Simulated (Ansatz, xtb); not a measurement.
Relative energy of two structures of AlBGaH3

We compare I, a singlet given by its coordinates, with II, a singlet given by its coordinates. Both are isolated molecules in the gas phase, relaxed with B3LYP-D3(BJ)/def2-SVP.

I (Å):

```yaml
atoms:
  - { symbol: Al, position_ang: [-0.3828, -0.7745, -0.8475] }
  - { symbol: B, position_ang: [-0.7522, 0.1210, 0.8744] }
  - { symbol: Ga, position_ang: [0.8424, -0.0812, 2.3400] }
  - { symbol: H, position_ang: [-0.7152, 1.3442, 0.8759] }
  - { symbol: H, position_ang: [-1.5964, -0.4009, 1.5904] }
  - { symbol: H, position_ang: [0.4384, -1.6325, -1.9144] }
```

Close contacts (Å): Al1–B2 1.98, B2–Ga3 2.18, Al1–H6 1.60, B2–H4 1.22, B2–H5 1.22.

II (Å):

```xyz
6

Al   -1.7543   -0.3287    0.1841
B    -0.3210    0.0220    1.5345
Ga   -1.6824    1.7231   -1.7929
H    -1.0535    1.0487    1.4860
H     0.3373   -0.1771    2.5169
H     0.2338   -0.0402    0.4026
```

Close contacts (Å): Al1–B2 2.00, Al1–Ga3 2.85, Al1–H4 2.02, Al1–H6 2.02, B2–H4 1.26, B2–H5 1.20, B2–H6 1.26.

**Question.** Estimate E(II) − E(I) at the level CCSD(T)/def2-TZVPP.

**Answer.** Too close to call at this level: CCSD(T)/def2-TZVPP gives E(II) − E(I) = +0.05 kcal/mol.

The same difference at several levels:

```tsv
level	geometry	E(II) − E(I) (kcal/mol)	departure from the last row (kcal/mol)	job, with rough time for the two
B3LYP-D3(BJ)/def2-SVP	B3LYP-D3(BJ)/def2-SVP	+0.73	+0.68	optimisation, 1.9 min
HF/def2-TZVPP	B3LYP-D3(BJ)/def2-SVP	−1.37	−1.42	part of the CCSD(T) run
MP2/def2-TZVPP	B3LYP-D3(BJ)/def2-SVP	+2.61	+2.56	part of the CCSD(T) run
CCSD(T)/def2-TZVPP	B3LYP-D3(BJ)/def2-SVP	+0.05		single point, 85 s
```

The largest departure from CCSD(T)/def2-TZVPP is that of MP2/def2-TZVPP, 2.56 kcal/mol. Levels run at GFN2-xTB geometries aren't shown.

With harmonic frequencies from B3LYP-D3(BJ)/def2-SVP (ideal gas, rigid rotor, one conformer each, 298.15 K, 1 atm): on the last row, ΔE + ΔZPE = +1.99, ΔH = +1.76, ΔG = +1.72 kcal/mol.

The correlated steps freeze 15 core orbitals; the filled d shell of Ga is correlated, in a basis made for valence electrons. Codes used: Ansatz 0.2.0; the last row on 2 threads of Intel(R) Xeon(R) Processor @ 2.50GHz (Skylake/Cascade Lake) on a shared host.
